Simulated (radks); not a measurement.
Results of a calculation; reference values are marked as such.
Q: Numerical settings for the phosphorus ion P+, [Ne] 3s2 3p2. Level of theory: Dirac Kohn-Sham, PBEsol, spin-unpolarised, spherical densities, point nucleus; open shells are shared between the two j in proportion to 2j + 1 (a radial shooting solver on a logarithmic mesh with Libxc functionals). The defaults (mesh step 0.008 in ln r, mesh end at 40 bohr or more with all orbitals vanishing there, Anderson mixing 0.5 over 9 steps, residual threshold near 1e-9 with the energy settled to 1e-9 hartree or 1e-11 of itself, here a cap of 89 iterations) give E = -340.9576 hartree and 3p3/2 at -14.158 eV in 13 iterations. Run on one thread of a shared host, so times are rough (Arm Neoverse V2): 0.06 s of CPU time, 0.06 s wall, 13 iterations on 2476 mesh points. One setting is changed at a time: mesh step in ln r 0.003; mesh step in ln r 0.005; mesh step in ln r 0.012; mesh end (bohr) 3; mesh end (bohr) 1; residual threshold 0.1; residual threshold 0.001; mixing 0.01; linear mixing, mixing 1; linear mixing, mixing 0.8; mixing history 3; iteration cap 5. Which runs fail to converge, and which converge to a wrong energy?

A: Not converged within the cap: iteration cap 5. Settled on a wrong energy, with an occupied level pushed above zero by the early mesh end: mesh end (bohr) 1 (+64.6 hartree). Apart from these: settings that end as converged yet miss the energy by more than 1 mhartree: mesh end (bohr) 3 (+0.776 hartree).
